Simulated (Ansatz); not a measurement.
CH₂NO (SMILES N[C]=O), doublet, geometry from GFN2-xTB. Base run: CCSD/6-31G** (Ansatz, an electronic-structure program).

Ansatz was given this input:
Ansatz 0.2 input:
```yaml
crystal:
  periodic: [false, false, false]
  atoms:
    - {symbol: N, position_ang: [-1.08420812, 0.03469576, -0.00352205]}
    - {symbol: C, position_ang: [0.16954069, -0.37867263, 0.00597592]}
    - {symbol: O, position_ang: [1.21907875, 0.20488536, 0.00041512]}
    - {symbol: H, position_ang: [-1.34378385, 1.02225370, -0.01859874]}
    - {symbol: H, position_ang: [-1.83663339, -0.63217112, 0.00407662]}
basis:
  gaussian:
    orbitals: 6-31G__.json
magnetization: {spin_polarized: true, initial_magnetization: 1}
correlation: {method: ccsd}
```
The basis file holds 6-31G** in the JSON format of the Basis Set Exchange.

Each row names what was changed in the base input (with any setting that the change needs).

| change | ΔE vs base (mEh) | MP2 correlation (Eh) | CC correlation without the perturbative part (Eh) | basis functions |
|---|---|---|---|---|
| base | 0.000 | -0.45680 | -0.47149 | 55 |
| accuracy = high | -0.002 | -0.45680 | -0.47149 | 55 |
| method = mp2 | … | -0.45680 | - | 55 |
| diis_vectors = 2 | 0.000 | -0.45680 | -0.47149 | 55 |
| electrons = all | -10.702 | -0.46804 | -0.48220 | 55 |
| electrons = outside_noble_gas | 0.000 | -0.45680 | -0.47149 | 55 |
| reference functional = pbe0 | 3.667 | - | -0.48463 | 55 |
| method = bccd_t | … | -0.45680 | … | 55 |
| diis_vectors = 4 | 0.000 | -0.45680 | -0.47149 | 55 |
| method = rpa | … | - | - | 55 |

Problem. Complete the blanks.

Solution. 
- method = mp2, ΔE vs base (mEh): 14.691
- method = bccd_t, ΔE vs base (mEh): -15.476
- method = bccd_t, CC correlation without the perturbative part (Eh): -0.46981
- method = rpa, ΔE vs base (mEh): -27.878
